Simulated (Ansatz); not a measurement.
Computed with Ansatz on PBE0-D4/def2-TZVP structures; ΔE is electronic, products minus reactants. CCSD(T)/CBS adds triple-zeta CCSD(T) − MP2 to the extrapolated MP2 energy (def2 sets, frozen cores). This one scheme is used for every species, atoms too. DFT in def2-TZVPP. Open shells (•) are unrestricted, without spin–orbit coupling. Spin–orbit coupling would lower the free atoms: a little for Cl, Si. One conformer a species, not always the lowest.

`N[SiH2]N[SiH2]Cl` → Cl• + 7 H• + 2 N• + 2 Si•  (atomization)

`N[SiH2]N[SiH2]Cl`:

```xyz
12

N     0.094   -0.366   -2.185
Si   -0.761    0.288   -0.857
N    -0.345   -0.531    0.609
Si    0.482    0.115    1.954
Cl    2.534    0.169    1.681
H     1.098   -0.321   -2.246
H    -0.337   -0.424   -3.092
H    -2.194    0.122   -1.214
H    -0.483    1.715   -0.538
H    -0.406   -1.541    0.576
H     0.064    1.514    2.174
H     0.253   -0.741    3.139
```

(1) What is ΔE at CCSD(T)/CBS? (Best estimate.)

(2) What do these levels give: PBE0-D4, ωB97X-V, B2PLYP, SCS-MP2/def2-TZVPP, CCSD/def2-TZVPP, MP2/CBS(def2)? (Estimate.)

Largest T1 diagnostic among the species: 0.012.

Answers

(1) The calculation gave: +41.75 eV.

(2) Ansatz gave: PBE0-D4 41.26, ωB97X-V 41.99, B2PLYP 41.11, SCS-MP2/def2-TZVPP 41.00, CCSD/def2-TZVPP 39.80, MP2/CBS(def2) 42.15 eV.

The D4 term adds +0.50 eV with B3LYP and +0.27 eV with PBE0; it sums over pairs of atoms, weighted by their polarisabilities, and B3LYP, whose exchange is more repulsive, gets the larger term. In def2-TZVPP, CCSD(T) changes the Hartree–Fock value by +10.50 eV (the triples alone add +0.54 eV) and MP2 by +10.90 eV; breaking electron pairs costs correlation energy, which Hartree–Fock lacks. From PBE to PBE0 (25 % exact exchange), in def2-TZVPP and without D4, ΔE moves by −0.45 eV: exact exchange takes away binding that semilocal exchange gives to molecules.

B3LYP here is the variant with VWN-RPA as its local correlation; programs differ in this.

For atomizations the MP2-based limit and the directly extrapolated one differ by several kJ/mol either way, and by 10 to 25 for some Ge, Se and Sn compounds, so smaller differences from it don't rank the levels.
